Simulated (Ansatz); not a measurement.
Isomers of In2Te3 (singlet), relaxed with r2SCAN-D4/def2-SVP; total energies from Ansatz at PBE-QIDH/def2-TZVP.

| isomer | description | energy (Eh) |
| --- | --- | --- |
| A | point group Cs; 5 × In–Te 3.11 to 3.22 Å; 2 × Te–Te 2.78 Å | -1183.68944 |
| B | point group C2v; 6 × In–Te 3.15 to 3.30 Å; 2 × Te–Te 2.79 Å | -1183.69092 |
| C | point group Cs; 5 × In–Te 2.61 to 3.03 Å; 1 × Te–Te 2.91 Å | -1183.68644 |

In the def2 sets In, Te take a core potential; there is no spin–orbit coupling. Correlated methods freeze 20 core orbitals; core or outer-core shells of In, Te are correlated, in sets that lack core-valence functions.

The isomers come from a short search, and lower ones may exist.

Work out the relative energies (1 Eh = 2625.5 kJ/mol) and the Boltzmann populations at 298 K from electronic energies alone (R = 8.314 J/mol/K).

ΔE: A 3.9, B 0.0, C 11.8 kJ/mol. RT = 2.48 kJ/mol. Factors exp(−ΔE/RT): A 0.208, B 1, C 0.00858; sum 1.217. Populations: A 17.1 %, B 82.2 %, C 0.7 %. Zero-point energy, vibrational entropy and symmetry numbers are left out and can shift these; an error of 4 kJ/mol changes a ratio by a factor of 5.0. Over the other density-functional and correlated levels in def2 sets, the gap between B and A ranges from 0 to 2 kJ/mol.
